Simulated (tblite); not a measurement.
Species: C4H9FSi.
Geometry (GFN2-xTB, Å), atoms numbered from 1 in this order:
```
atom  x, y, z in Å
C1    -1.698    0.200   -0.499
C2    -0.598    0.195    0.554
Si3    0.926    1.287    0.129
C4     1.509   -0.489   -0.271
C5     0.297   -1.060    0.473
F6    -0.288   -2.124   -0.180
H7    -2.246    1.140   -0.467
H8    -1.279    0.078   -1.496
H9    -2.397   -0.617   -0.328
H10   -1.054    0.306    1.539
H11    1.577    1.898    1.286
H12    0.776    2.213   -0.989
H13    1.442   -0.735   -1.330
H14    2.467   -0.851    0.091
H15    0.563   -1.434    1.467
```

Calculated harmonic vibrations of the isolated species, GFN2-xTB (tblite), most abundant isotopes, no scaling. Errors from tens to a few hundred cm⁻¹ against measured bands are possible. Modes of hydrogen on silicon can be 10 to 20 % off. One conformer, not necessarily the lowest.

Harmonic wavenumbers (cm⁻¹): 76.9, 214.2, 235.3, 245.0, 385.3, 423.2, 455.9, 478.6, 574.3, 607.9, 688.0, 739.2, 762.4, 789.4, 849.2, 979.7, 1003.7, 1034.6, 1059.2, 1130.5, 1135.3, 1181.2, 1204.3, 1257.7, 1299.9, 1313.7, 1414.4, 1460.7, 1496.7, 1506.8, 2276.1, 2295.6, 2929.2, 2962.8, 3010.5, 3016.8, 3022.3, 3026.9, 3034.8.

A = 4061, B = 2569, C = 1820 MHz; mass 104.046 u (most abundant isotopes); point group C1, symmetry number 1.

What is the zero-point energy?

Half the sum of the wavenumbers: 25789 cm⁻¹ = 308.51 kJ/mol.

Give the ideal-gas entropy at 400 K and 1 bar in the rigid-rotor, harmonic-oscillator model (classical rotation).

Translation 172.89, rotation 117.59, vibration 97.73: S = 388.2 J/(mol K).

And Cp and H(400 K) − H(0)?

Cp = 158.45 J/(mol K), of which vibrations give 125.20 (their classical limit is 39 R = 324.3); H(400 K) − H(0) = 36.13 kJ/mol without the zero-point energy, 22.83 from vibrations.

How do the functions run with temperature in this model?

```csv
T (K),S (J/(mol K)),Cp (J/(mol K)),H − H(0) (kJ/mol),G − H(0) (kJ/mol),ln q(vib)
50,224.8,40.4,1.79,-9.45,0.12
100,256.8,54.4,4.14,-21.55,0.52
298.15,346.8,124.2,21.70,-81.71,3.20
373.15,377.5,149.9,31.99,-108.87,4.43
500,426.7,186.7,53.44,-159.92,6.64
750,512.8,237.4,106.94,-277.65,11.07
1000,585.9,270.3,170.67,-415.23,15.34
```

q(vib) and H(0) count from the zero-point level.

What must be added to the electronic energy to get the Gibbs energy at 400 K and 1 bar?

ZPE + [H(400 K) − H(0)] − T·S = 308.51 + 36.13 − 155.29 = 189.35 kJ/mol.

Blend soft modes into free rotors: weight 1/[1 + (100 cm⁻¹/ν̃)⁴] for the oscillator and the rest for a rotor with moment μB/(μ + B), μ = h/(8π²ν), B = 10⁻⁴⁴ kg m². What vibrational entropy results?

94.18 J/(mol K) in place of 97.73, which changes −T·S at 400 K by +1.42 kJ/mol.

Which modes carry the vibrational entropy at 400 K?

76.9 cm⁻¹: 19.03; 214.2 cm⁻¹: 10.69; 235.3 cm⁻¹: 9.95; 245.0 cm⁻¹: 9.63; 385.3 cm⁻¹: 6.24; 423.2 cm⁻¹: 5.58 J/(mol K); the other 33 give 36.63 together.

Hindered rotation and anharmonicity are outside this model. Other conformers, if any are populated, would add a mixing term that is left out. The structure is chiral; the term R ln 2 for an equal mix with its mirror image is left out.
